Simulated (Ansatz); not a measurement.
```yaml
crystal:
  periodic: [false, false, false]
  atoms:
    - {symbol: Au, position_ang: [1.101996, -0.605129, 0.514949]}
    - {symbol: Au, position_ang: [-0.730928, 0.115648, -0.641313]}
basis:
  gaussian: {orbitals: def2-mTZVPP, fitting: {mean_field: cc-pVTZ-jkfit}}
hamiltonian: {xc: {name: PBE-QIDH}, pseudopotentials: {relativity: none}}
accuracy: high
```

```sh
$ ansatz run in.yaml --threads 2 --pin off --events-out ev --progress --plain --max-ram 32768MiB --backend cpu
```

Question: How does Ansatz answer? (Best estimate.)

Answer: Ansatz gave: The program refused the input.
```
Functional definition: PBE-QIDH
Error: <dir> the basis set cc-pVTZ-JKFIT has no functions for Au
```
